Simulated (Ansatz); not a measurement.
Species: sum formula MoOF₂, charge 0, multiplicity 3. The spin state was set by rule; other spins were not relaxed. 
Structure (B3LYP-D3(BJ)/def2-TZVP (Ansatz, a program for electronic structure) minimum search):
```xyz
4

Mo     0.0627    -0.0208    -0.0149
O      1.6036    -0.5319    -0.3809
F     -0.7477    -0.4073     1.6394
F     -0.9704     0.9771    -1.2312
```
Charge 0, spin multiplicity 3.

Quantity: vertical electron affinity (to the doublet state of charge -1; a negative value means that the extra electron is unbound and the number depends on the basis; each state is the SCF solution reached for its spin; the UHF <S^2> is 1.19 for the doublet (pure: 0.75) and 2.27 for the triplet (pure: 2.00); for the doublet T1 is 0.058), in eV. Cores are frozen in the correlated levels unless marked. Open shells are spin-unrestricted. Spin-orbit coupling is left out. Frozen are the shells of the preceding noble gas and the d and f shells that filled before the atom's block. In def2 rows, elements after Kr have scalar-relativistic effective core potentials. Anions need diffuse functions: def2-D sets add few. CBS(X,Y): correlation extrapolated as X^-3; Hartree-Fock from the larger set.

```json
[
 {"level": "HF/def2-SVPD", "program": "Ansatz", "vertical electron affinity (eV)": "0.62"},
 {"level": "HF/def2-TZVPPD", "program": "Ansatz", "vertical electron affinity (eV)": "0.55"},
 {"level": "HF/def2-QZVPPD", "program": "Ansatz", "vertical electron affinity (eV)": "0.55"},
 {"level": "SVWN5/def2-TZVPD", "program": "Ansatz", "vertical electron affinity (eV)": "1.79"},
 {"level": "PBE/def2-TZVPD", "program": "Ansatz", "vertical electron affinity (eV)": "1.49"},
 {"level": "r2SCAN/def2-TZVPD", "program": "Ansatz", "vertical electron affinity (eV)": "1.39"},
 {"level": "B3LYP/def2-TZVPD", "program": "Ansatz", "vertical electron affinity (eV)": "1.69"},
 {"level": "PBE0/def2-TZVPD", "program": "Ansatz", "vertical electron affinity (eV)": "1.48"},
 {"level": "BHLYP/def2-TZVPD", "program": "Ansatz", "vertical electron affinity (eV)": "1.57"},
 {"level": "CAM-B3LYP/def2-TZVPD", "program": "Ansatz", "vertical electron affinity (eV)": "1.70"},
 {"level": "wB97M-V/def2-TZVPD", "program": "Ansatz", "vertical electron affinity (eV)": "1.63"},
 {"level": "wB97X-V/def2-TZVPD", "program": "Ansatz", "vertical electron affinity (eV)": "1.59"},
 {"level": "wB97X/def2-TZVPD", "program": "Ansatz", "vertical electron affinity (eV)": "1.74"},
 {"level": "B2PLYP/def2-TZVPD", "program": "Ansatz", "vertical electron affinity (eV)": "1.48"},
 {"level": "MP2/def2-SVPD", "program": "Ansatz", "vertical electron affinity (eV)": "1.55"},
 {"level": "RI-MP2/CBS(def2-TZVPPD,def2-QZVPPD)", "program": "Ansatz", "vertical electron affinity (eV)": "1.69"},
 {"level": "SCS-MP2/def2-SVPD", "program": "Ansatz", "vertical electron affinity (eV)": "1.73"},
 {"level": "CCSD/def2-SVPD", "program": "Ansatz", "vertical electron affinity (eV)": "1.33"},
 {"level": "CCSD(T)/def2-SVPD", "program": "Ansatz", "vertical electron affinity (eV)": "1.42"}
]
```
